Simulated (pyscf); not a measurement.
## HO–Nb(OH)(Cl)(Cl)–Cl (SMILES [OH][Nb]([OH])([Cl])([Cl])[Cl]), singlet

Gas-phase minimum from PySCF at ωB97X-D3(BJ)/def2-SVP, one conformer. 

```
Nb
O 1 1.8653
H 2 0.9643 1 137.59
O 1 1.8653 2 161.80 3 -2.57
H 4 0.9643 1 137.53 2 2.61
Cl 1 2.2728 2 95.31 3 122.78
Cl 1 2.2748 2 94.77 3 -124.02
Cl 1 2.3716 2 80.91 3 0.28
```
Charge 0, spin multiplicity 1.

Properties at ωB97X-D3(BJ)/def2-SVP:

```yaml
harmonic_wavenumbers_unscaled: 38, 90, 165, 178, 190, 207, 276, 355, 411, 417, 496, 510, 537, 611, 774, 777, 3922, 3927 cm⁻¹
zero_point_energy: 19.8 kcal/mol
rotational_symmetry_number: 1
Entropy of this conformer at 298 K and 1 atm, rigid rotor and harmonic oscillator, modes under 100 cm⁻¹ raised to 100: 399.3 J/(mol K)
dipole_moment: 1.30 D
```

Single-point totals, which compare only within one level:

```json
[
 {"level": "ωB97X-D3(BJ)/def2-TZVP", "total energy (hartree)": "-1589.68650"},
 {"level": "PBE/def2-TZVP", "total energy (hartree)": "-1588.94167"},
 {"level": "r²SCAN/def2-TZVP", "total energy (hartree)": "-1589.50988"},
 {"level": "B3LYP-D3(BJ)/def2-TZVP", "total energy (hartree)": "-1589.70676"},
 {"level": "PBE0-D3(BJ)/def2-TZVP", "total energy (hartree)": "-1589.00510"},
 {"level": "M06-2X/def2-TZVP", "total energy (hartree)": "-1589.40061"},
 {"level": "ωB97M-D3(BJ)/def2-TZVP", "total energy (hartree)": "-1589.75147"}
]
```

The lowest mode is so soft that the shape along it may change with the basis. Soft torsions are taken as harmonic, which can shift the entropy by several J/(mol K). Elements past Kr carry the def2 core potentials, without spin-orbit coupling.
